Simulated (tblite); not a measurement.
Species: C₂H₉ClSSi₃.
Atom-mapped SMILES: `[CH3:1][S:2][Si@@H:3]1[CH2:4][SiH2:5][Si@H:6]1[Cl:7]` (hydrogens: H8, H9, H10 on C1; H11 on Si3; H12, H13 on C4; H14, H15 on Si5; H16 on Si6)

Structure used (GFN2-xTB), in Å, numbered top down from 1:
```
atom  x, y, z in Å
C1     3.0514    0.0959    0.2248
S2     1.8141   -0.9130   -0.6453
Si3    0.1664   -0.6534    0.7290
C4    -1.4042   -1.3354   -0.1534
Si5   -2.4657    0.2410   -0.5026
Si6   -0.7755    1.4949    0.5593
Cl7   -1.2488    2.4120    2.3255
H8     3.9428    0.1110   -0.3934
H9     3.2778   -0.3531    1.1873
H10    2.6725    1.1055    0.3567
H11    0.5613   -1.3974    1.9329
H12   -1.9331   -2.0420    0.4831
H13   -1.1628   -1.8853   -1.0605
H14   -3.7961    0.1364    0.1089
H15   -2.6825    0.4545   -1.9363
H16   -0.0251    2.5374   -0.1574
```

Computed values, GFN2-xTB/tblite, gas phase, harmonic and unscaled. Against measured fundamentals such values can be off by several per cent, at times by over 20. Modes of hydrogen on silicon can be 10 to 20 % off. One conformer, not necessarily the lowest.

Harmonic wavenumbers (cm⁻¹): 34.1, 45.5, 69.2, 91.1, 112.3, 125.6, 155.3, 192.2, 302.0, 339.6, 363.0, 376.8, 431.1, 485.6, 493.9, 513.5, 559.6, 599.1, 612.8, 639.1, 664.9, 700.0, 722.5, 732.4, 795.2, 948.0, 955.8, 964.4, 1110.8, 1324.0, 1456.0, 1463.4, 1465.5, 2136.4, 2171.0, 2204.0, 2226.5, 2998.5, 3013.7, 3017.7, 3026.2, 3058.2.

A = 1310, B = 691.9, C = 508.2 MHz; mass 183.942 u (most abundant isotopes); point group C1, symmetry number 1.

Zero-point energy?

½Σν̃ = 21848 cm⁻¹ = 261.36 kJ/mol.

Give the ideal-gas entropy at 273.15 K and 1 bar in the rigid-rotor, harmonic-oscillator model (classical rotation).

Translation 172.07, rotation 128.29, vibration 157.34: S = 457.7 J/(mol K).

And Cp and H(273.15 K) − H(0)?

Cp = 178.63 J/(mol K), of which vibrations give 145.37 (their classical limit is 42 R = 349.2); H(273.15 K) − H(0) = 30.63 kJ/mol without the zero-point energy, 21.55 from vibrations.

Which modes carry the vibrational entropy at 273.15 K?

34.1 cm⁻¹: 22.60; 45.5 cm⁻¹: 20.21; 69.2 cm⁻¹: 16.75; 91.1 cm⁻¹: 14.50; 112.3 cm⁻¹: 12.80; 125.6 cm⁻¹: 11.90 J/(mol K); the other 36 give 58.58 together.

How do the functions run with temperature in this model?

| T (K) | S (J/(mol K)) | Cp (J/(mol K)) | H − H(0) (kJ/mol) | G − H(0) (kJ/mol) | ln q(vib) |
| --- | --- | --- | --- | --- | --- |
| 150 | 368.8 | 121.1 | 12.02 | -43.31 | 4.99 |
| 250 | 442.3 | 169.1 | 26.61 | -83.97 | 8.63 |
| 298.15 | 473.8 | 188.2 | 35.22 | -106.03 | 10.30 |
| 400 | 533.8 | 220.1 | 56.10 | -157.41 | 13.68 |
| 600 | 631.7 | 262.3 | 104.67 | -274.33 | 19.72 |
| 900 | 746.1 | 301.7 | 189.76 | -481.76 | 27.49 |

q(vib) and H(0) count from the zero-point level.

Blend soft modes into free rotors: weight 1/[1 + (100 cm⁻¹/ν̃)⁴] for the oscillator and the rest for a rotor with moment μB/(μ + B), μ = h/(8π²ν), B = 10⁻⁴⁴ kg m². What vibrational entropy results?

140.30 J/(mol K) in place of 157.34, which changes −T·S at 273.15 K by +4.65 kJ/mol.

What must be added to the electronic energy to get the Gibbs energy at 273.15 K and 1 bar?

ZPE + [H(273.15 K) − H(0)] − T·S = 261.36 + 30.63 − 125.02 = 166.97 kJ/mol.

Hindered rotation and anharmonicity are outside this model. Other conformers, if any are populated, would add a mixing term that is left out. The structure is chiral; the term R ln 2 for an equal mix with its mirror image is left out.
